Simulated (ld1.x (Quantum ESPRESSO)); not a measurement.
# Which change was made? (As, TM)

ld1.x (Quantum ESPRESSO) 7.5 input, shortened:

```
&input
   title='As', zed=33., rel=1, dft='PW91', iswitch=3,
   config='[Ar] 3d10 4s2 4p3'
 /
 &inputp
   pseudotype=2, tm=.true., lloc=-1, rcloc=1.75,
   nlcc=.true., rcore=1.30
 /
2
4S  1  0   2.00   0.00  1.60  1.60  0.0
4P  2  1   3.00   0.00  1.80  1.80  0.0
 &test
   configts(1)='4s2 4p3'
 /
```

Cutoffs, loose and tight: the cutoffs (Ry, on a coarse ladder) from which the occupation-weighted sum of valence levels, in a spherical-Bessel basis at the reference potential, stays within 10 and 1 mRy of its value at 400 Ry. They do not see the model core or the augmentation charge, which bear on the density cutoff. Test errors are all-electron minus pseudo excitation energies from the reference, over the configurations 4s2 4p2; 4s2 4p1; 4s2 4p0; 4s2 4p2.5; 4s1 4p3; 4s1 4p0; 4s2 4p3.3; variants that change the core or the reference have their own tests.

The base gives: outcome: generated; cutoff, loose: 30 Ry; cutoff, tight: 50 Ry; bound ghosts: none; largest test error (meV): -306.

After one change the result is: outcome: generated; cutoff, loose: 80 Ry; cutoff, tight: 180 Ry; bound ghosts: s; largest test error (meV): +478. Which change was it?
A. all radii but the core radius scaled by about 0.75 (s 1.20, p 1.34 bohr); local potential all-electron potential smoothed inside 1.32 bohr (lloc = -1)
B. all radii but the core radius scaled by about 1.28 (s 2.04, p 2.30 bohr); local potential all-electron potential smoothed inside 2.22 bohr (lloc = -1)
C. all radii but the core radius scaled by about 0.88 (s 1.40, p 1.58 bohr); local potential all-electron potential smoothed inside 1.54 bohr (lloc = -1)

A. The others give: all radii but the core radius scaled by about 0.88 (s 1.40, p 1.58 bohr); local potential all-electron potential smoothed inside 1.54 bohr (lloc = -1) → outcome: generated; cutoff, loose: 35 Ry; cutoff, tight: 80 Ry; bound ghosts: none; largest test error (meV): -286 | all radii but the core radius scaled by about 1.28 (s 2.04, p 2.30 bohr); local potential all-electron potential smoothed inside 2.22 bohr (lloc = -1) → outcome: generated; cutoff, loose: 18 Ry; cutoff, tight: 40 Ry; bound ghosts: none; largest test error (meV): -390.
